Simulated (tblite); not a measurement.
Input of a run (GFN2-xTB geometry optimisation, gas phase (tblite 0.8.0)), started from a force field or distance geometry:
```
{"job": {"kind": "relax", "xc": "GFN2-xTB", "basis": "xTB"}, "charge": 0, "multiplicity": 1}
C     -1.884000     0.118100    -0.676700
C     -0.513500    -0.300000    -0.220800
C      0.423900     0.594300     0.231000
Si     2.174300     0.264800     0.726300
C      0.045000     2.043000     0.388000
O      0.840800     2.933500     0.642800
C     -0.261500    -1.806300    -0.303500
Cl    -0.151100    -2.318100    -1.995700
Cl    -1.525800    -2.724000     0.561400
H     -2.557800     0.266900     0.188800
H     -2.360300    -0.625800    -1.331500
H     -1.860400     1.037500    -1.266700
H      3.130100     1.232900     0.173300
H      2.271400     0.185400     2.211600
H      2.574900    -1.065500     0.216900
H     -1.021500     2.294800     0.270700
H      0.668500    -2.119400     0.174300
```

Output (eV, eV/Å):
```
step      E/eV     max force
  0    -806.26750    2.092
  1    -806.34877    1.490
  2    -806.37998    0.780
  3    -806.39669    0.437
  4    -806.41668    0.335
  5    -806.42980    0.266
  6    -806.43767    0.197
  7    -806.44320    0.180
  8    -806.44761    0.162
  9    -806.45089    0.136
 10    -806.45341    0.118
 11    -806.45543    0.107
 12    -806.45733    0.109
 13    -806.45919    0.132
 14    -806.46094    0.121
 15    -806.46237    0.088
 16    -806.46344    0.077
 17    -806.46432    0.081
 18    -806.46519    0.086
 19    -806.46601    0.072
 20    -806.46670    0.062
 21    -806.46726    0.059
 22    -806.46777    0.054
 23    -806.46830    0.054
 24    -806.46888    0.067
 25    -806.46949    0.071
 26    -806.47017    0.068
 27    -806.47093    0.076
 28    -806.47178    0.080
 29    -806.47275    0.094
 30    -806.47393    0.097
 31    -806.47543    0.117
 32    -806.47712    0.110
 33    -806.47859    0.088
 34    -806.47958    0.068
 35    -806.48026    0.055
 36    -806.48086    0.070
 37    -806.48128    0.101
 38    -806.48156    0.121
 39    -806.48194    0.040
 40    -806.48224    0.039
 41    -806.48253    0.053
 42    -806.48294    0.057
 43    -806.48337    0.050
 44    -806.48373    0.036
 45    -806.48399    0.030
 46    -806.48419    0.035
 47    -806.48439    0.042
 48    -806.48460    0.035
 49    -806.48479    0.026
 50    -806.48493    0.025
 51    -806.48504    0.023
 52    -806.48515    0.025
 53    -806.48528    0.030
 54    -806.48544    0.031
 55    -806.48562    0.033
 56    -806.48582    0.042
 57    -806.48604    0.040
 58    -806.48628    0.053
 59    -806.48657    0.054
 60    -806.48689    0.046
 61    -806.48722    0.061
 62    -806.48753    0.062
 63    -806.48783    0.052
 64    -806.48816    0.042
 65    -806.48845    0.047
 66    -806.48867    0.038
 67    -806.48883    0.027
 68    -806.48897    0.035
 69    -806.48915    0.043
 70    -806.48947    0.062
 71    -806.48994    0.066
 72    -806.49038    0.045
 73    -806.49065    0.037
 74    -806.49081    0.039
 75    -806.49095    0.035
 76    -806.49109    0.030
 77    -806.49123    0.029
 78    -806.49130    0.030
 79    -806.49135    0.018
 80    -806.49138    0.013
 81    -806.49140    0.016
 82    -806.49142    0.018
 83    -806.49144    0.015
 84    -806.49146    0.010
 85    -806.49147    0.011
 86    -806.49148    0.017
 87    -806.49150    0.021
 88    -806.49152    0.017
 89    -806.49154    0.011
 90    -806.49155    0.011
 91    -806.49157    0.018
 92    -806.49160    0.025
 93    -806.49164    0.025
 94    -806.49169    0.016
 95    -806.49172    0.013
 96    -806.49174    0.012
 97    -806.49176    0.015
 98    -806.49178    0.012
 99    -806.49180    0.011
100    -806.49182    0.015
101    -806.49185    0.022
102    -806.49189    0.024
103    -806.49195    0.020
104    -806.49200    0.021
105    -806.49206    0.020
106    -806.49212    0.022
107    -806.49221    0.025
108    -806.49230    0.023
109    -806.49236    0.021
110    -806.49242    0.021
111    -806.49248    0.020
112    -806.49257    0.027
113    -806.49269    0.038
114    -806.49278    0.020
115    -806.49283    0.023
116    -806.49287    0.016
117    -806.49290    0.015
118    -806.49294    0.013
119    -806.49298    0.012
120    -806.49301    0.011
121    -806.49303    0.009
```

Q: Summarise the run.

A: The energy falls by 21.8 kJ/mol over 121 L-BFGS steps, the largest force on an atom goes from 2.09 to 0.009 eV/Å, and the atoms move by 0.241 Å rms after alignment. The bond that changes most is C3–Si4 (fully substituted alkene carbon to SiH3 silicon), which lengthens by 0.058 Å. Bonds longer at the end by more than 0.005 Å: 2 of 16; shorter: 9. Among the angles that change most is Si4–C3–C5, from 112.4° to 105.9°. Among the dihedrals that turn most is C2–C3–Si4–H14, from -100° to -120°. The energy never rose by more than 1e-5 eV on the way. The first step brought 36 % of the lowering.

Q: What are the final bond lengths?

A: C1–C2 1.501 Å, C2=C3 1.345 Å, C3–Si4 1.907 Å, C3–C5 1.456 Å, C5=O6 1.210 Å, C2–C7 1.493 Å, C7–Cl8 1.787 Å, C7–Cl9 1.785 Å, C1–H10 1.089 Å, C1–H11 1.086 Å, C1–H12 1.088 Å, Si4–H13 1.457 Å, Si4–H14 1.457 Å, Si4–H15 1.469 Å, C5–H16 1.102 Å, C7–H17 1.088 Å. Numbering counts from 1 in the input's order; the species is `C/C(=C(/[SiH3])C=O)C(Cl)Cl`.

The run took 2.1 s on one thread of an Arm Neoverse N1, on a shared host.

Its GFN2-xTB frequencies are all real (lowest 17 cm⁻¹). One conformer, not necessarily the lowest. 3 starts were optimised and ended at 0.00, 0.60 and 0.90 kcal/mol (GFN2-xTB); the lowest of these is shown.

These are computed values.
